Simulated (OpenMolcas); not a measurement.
**F4+: from RASSCF to RASPT2**

- Program: OpenMolcas 26.06
- Basis: ANO-R2 [4s4p2d1f]
- Scalar Hamiltonian: X2C, finite nucleus
- Active space: 3 electrons in 9 orbitals (RAS2 2s 2p; RAS3 3d, at most 2 electrons)
- State averaging: 2S+1 = 4 odd, 1 root; 2S+1 = 2 odd, 11 roots (8 in the spin-orbit step); 2S+1 = 4 even, 3 roots; 2S+1 = 2 even, 9 roots
- Spin-orbit coupling: state interaction with AMFI integrals over the reference wave functions, term energies averaged over their components

Methods on the same reference wave functions:
A. RASSCF
B. SS-RASPT2, IPEA 0.25 Eh, imaginary shift 0.1 Eh (closed shells correlated: 1s)

Energies in cm⁻¹ above 2s² 2p ²P°_1/2, the measured ground level; measured values from Moore, Atomic Energy Levels, vol. I, NSRDS-NBS 35 (1971 reprint of NBS Circular 467, 1949).

```json
{"Level": "2s² 2p ²P°_1/2", "A": "0.0", "B": "0.0", "Measured": "0.0"}
{"Level": "2s² 2p ²P°_3/2", "A": "678", "B": "678", "Measured": "746"}
{"Level": "2s 2p² ⁴P_1/2", "A": "83671", "B": "85068", "Measured": ""}
{"Level": "2s 2p² ⁴P_3/2", "A": "83913", "B": "85310", "Measured": ""}
{"Level": "2s 2p² ⁴P_5/2", "A": "84313", "B": "85710", "Measured": ""}
{"Level": "2s 2p² ²D_3/2", "A": "155273", "B": "153646", "Measured": "152898"}
{"Level": "2s 2p² ²D_5/2", "A": "155277", "B": "153651", "Measured": "152876"}
{"Level": "2s 2p² ²S_1/2", "A": "203500", "B": "199021", "Measured": "197565"}
{"Level": "2s 2p² ²P_1/2", "A": "218820", "B": "216342", "Measured": "214881"}
{"Level": "2s 2p² ²P_3/2", "A": "219289", "B": "216813", "Measured": "215348"}
{"Level": "2p³ ⁴S°_3/2", "A": "276439", "B": "275968", "Measured": ""}
```

Deviations, from unrounded energies. A percentage is the sum of absolute deviations over the sum of measured energies, with the sign that they share, or ± where signs differ.

```json
{"Against measurement": "mean absolute deviation (cm-1)", "Levels": "6", "A": "3100", "B": "1000"}
{"Against measurement": "fine structure of the ground term (%)", "Levels": "1", "A": "-9.1", "B": "-9.1"}
{"Against measurement": "other configurations (%)", "Levels": "5", "A": "+2.0", "B": "+0.6"}
```

B lies closest to measurement on these levels. The largest miss of B in the table is 2s 2p² ²P_3/2, by +1500 cm-1. The ranking rests on the paired levels alone, and a cruder setting can come out closer through cancelling errors.

The lowest spin-free term lies below A's lowest term by 0.023 hartree in B.

Active for correlation alone: 3d; no level in the range computed is led by a configuration that fills it, so any true level of that kind is missing. Measured partners are found by configuration, term and J. A level has none where our copy of the source lacks it or the pairing is in doubt (some pairs that miss far off the trend of their configuration count as doubtful), and it then counts in no deviation. Levels of configurations outside the active space are missing. Levels that lie high or do not pair safely by name in every column are left out.

° marks odd parity.
